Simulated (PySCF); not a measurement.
# Ionisation energy along the 6-electron series

Calculated with PySCF 2.14 and a two-component X2C-1e Hamiltonian (Gaussian nucleus, no Breit or QED terms), each ion in its own even-tempered basis scaled to its charge; GMP2 freezes nothing and drops the highest virtual spinors. Values in eV. NIST values: (m) measured, (s) semi-empirical, (t) theoretical.

| ion | configuration | GHF (spin-free) | GMP2 (spin-free) | GHF (screened spin-orbit) | GMP2 (screened spin-orbit) | NIST |
| --- | --- | --- | --- | --- | --- | --- |
| Dy⁶⁰⁺ | [He] 2s2 2p2 | 13590.6 | 13590.5 | 14163.4 | 14165.7 | 14144 ± 10 (t) |
| Er⁶²⁺ | [He] 2s2 2p2 | 14507.0 | 14507.0 | 15167.8 | 15170.0 | 15146 ± 15 (t) |

Task: Fill in the row of Ho⁶¹⁺.

Result: configuration: [He] 2s2 2p2; GHF (spin-free): 14044.7; GMP2 (spin-free): 14044.7; GHF (screened spin-orbit): 14660.3; GMP2 (screened spin-orbit): 14662.5; NIST: 14639 ± 12 (t).
